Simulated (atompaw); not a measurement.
# Ru (Z = 44): one change to a PAW (atompaw) potential, before and after

* Element: Ru (Z = 44)
* Generator: atompaw 4.2.0.5
* Type: PAW
* Functional: PBEsol
* Relativity: scalar-relativistic
* Frozen core: [Ar] 3d10
* Valence charge: 16
* Reference configuration: 4s2 4p6 4d7 5s1 5p0
* Partial waves: 4s (bound): rc 1.25 bohr; 5s (bound): rc 2.35 bohr; 4p (bound): rc 1.70 bohr; 5p (bound, empty): rc 2.35 bohr; 4d (bound): rc 2.35 bohr; 4d channel at 0.05 Ry: rc 2.35 bohr
* Local potential: troulliermartins scheme with l = 3 at 0 Ry, radius 2.05 bohr
* Core correction: smooth core density matched at 1.35 bohr
* Augmentation charge: besselshape compensation charge, radius 2.25 bohr; PAW radius 2.35 bohr; waves and projectors: custom polynom2 7 10 vanderbiltortho

Change: local potential bessel scheme, radius 2.05 bohr.

Cutoffs: the cutoffs (Ry, on a coarse ladder) from which the occupation-weighted sum of valence levels, in a spherical-Bessel basis at the reference potential, stays within 10 and 1 mRy of its value at 400 Ry; they do not see the model core or the augmentation charge, which bear on the density cutoff.

Task: What does the change do?

Result: The potential gets neither clearly harder nor softer (30 Ry and 100 Ry → 30 Ry and 100 Ry); the range in which the s phases agree widens (upper end 2.4 → at the end of the scan); the range in which the p phases agree widens (upper end 0.9 → at the end of the scan); neither file shows a bound ghost.

```tsv
quantity	base	changed
cutoff, loose	30 Ry	30 Ry
cutoff, tight	100 Ry	100 Ry
bound ghosts	none	none
s: phases at 2.35 bohr within 0.05 rad from the reference energy up to (Ry; the scan ends near 5)	2.4	to the end of the scan
p: phases at 2.35 bohr within 0.05 rad from the reference energy up to (Ry; the scan ends near 5)	0.9	to the end of the scan
d: phases at 2.35 bohr within 0.05 rad from the reference energy up to (Ry; the scan ends near 5)	3.3	2.8
lowest overlap eigenvalue by channel	s 0.36, p 0.54, d 0.92	s 0.44, p 0.58, d 0.93
```

 The cutoffs see the waves, projectors and local potential, not the compensation charge or the core.
